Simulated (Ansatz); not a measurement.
One arrangement of a pair

The pair of Cu⁺ (SMILES [Cu+], atom 1) and H2O (SMILES O, atoms 2–4), both closed shells, in one local arrangement (a lower one may exist), relaxed at PBE0-D4/def2-TZVP:

```
atom    x (Å)    y (Å)    z (Å)
 Cu1  -0.2213  -0.1169  -1.7183
  O2   0.0244   0.0146   0.2006
  H3   0.4932   0.7186   0.6626
  H4  -0.2962  -0.6162   0.8551
```

Computed with Ansatz 0.2.0 (basis: def2-TZVPPD, with def2-QZVPPD for the basis limit); correlated methods freeze the cores. The 3s and 3p shells of Cu and Zn are frozen; filled d shells are correlated. B3LYP uses VWN-RPA correlation. Extrapolation: Hartree–Fock as exp(−7.88 √X), correlation as X^−2.97. Interaction energies count from these two fragments, frozen as in the pair, with the counterpoise correction; negative means bound.

Problem. What is the interaction energy by CCSD(T) at an estimated basis limit (MP2 extrapolated from triple and quadruple zeta, plus CCSD(T) − MP2 in triple zeta)? (An estimate is asked for; the value comes from the calculation.)

Solution. By the calculation: -39.10 kcal/mol. Hartree–Fock alone gives -29.67 kcal/mol at the basis limit. It counts from the two fragments frozen as in the pair.

The same quantity by other methods in triple zeta, and each one's difference from that estimate:
| method | E_int (kcal/mol) | difference |
| --- | --- | --- |
| PBE-D4 | -44.41 | -5.31 |
| revPBE-D4 | -40.71 | -1.61 |
| BLYP-D4 | -43.80 | -4.70 |
| r2SCAN-D4 | -45.69 | -6.59 |
| B97M-V | -44.50 | -5.40 |
| PBE0-D4 | -40.96 | -1.86 |
| B3LYP-D4 | -41.69 | -2.59 |
| HSE06-D4 | -40.84 | -1.74 |
| wB97X-V | -40.26 | -1.15 |
| wB97M-V | -39.94 | -0.84 |
| B2PLYP | -39.75 | -0.65 |
| HF | -29.31 | 9.79 |
| MP2 | -37.14 | 1.96 |
| CCSD | -35.02 | 4.08 |
| CCSD(T) | -35.93 | 3.17 |
Differences are method less estimate.

Problem. Which atoms make the shortest contact between the fragments?

Solution. Cu1 and O2, 1.94 Å apart.

Energy to bend the free fragments (PBE0-D4 minima) into their shapes in the pair, CCSD(T)/def2-TZVPPD: H2O 0.29 kcal/mol. This must be added to the interaction energy to get the binding energy from relaxed fragments.

Basis-set superposition shift (counterpoise-corrected less uncorrected): CCSD(T) 1.41; MP2 1.28; HF 0.29; PBE0-D4 0.32; wB97M-V 0.29 kcal/mol.

No T1 diagnostic of these runs exceeds 0.020.

For scale, one of the runs: CCSD(T)/def2-TZVPPD, 141 basis functions, launched by `ansatz run in.yaml --threads 2 --pin off --events-out ev --progress --plain --max-ram 5222MiB`. Time: 17 s of wall clock on 2 CPU threads of an Arm Neoverse V1; the host was shared. Peak host memory: 0.77 GiB.
